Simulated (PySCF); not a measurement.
Harmonic spectrum computed at PBE0 in the def2-TZVP basis family (core potentials from Rb on, PySCF, no spin–orbit coupling):

| ω (cm⁻¹) | IR (km/mol) |
| --- | --- |
| 548 | 39.7 |
| 613 | 21.7 |
| 670 | 63.0 |
| 1112 | 94.2 |
| 1848 | 246 |
| 1867 | 110 |

Question: Which molecule gave it? In each, all ligands are bound to the one heavy central atom.
A. H₂TaN (singlet)
B. H₂MoN (doublet)
C. H₂SbN (singlet)
D. H₂WN (doublet)

Answer: A. It has Cs symmetry with Ta–H 1.774 Å (×2), Ta–N 1.679 Å.
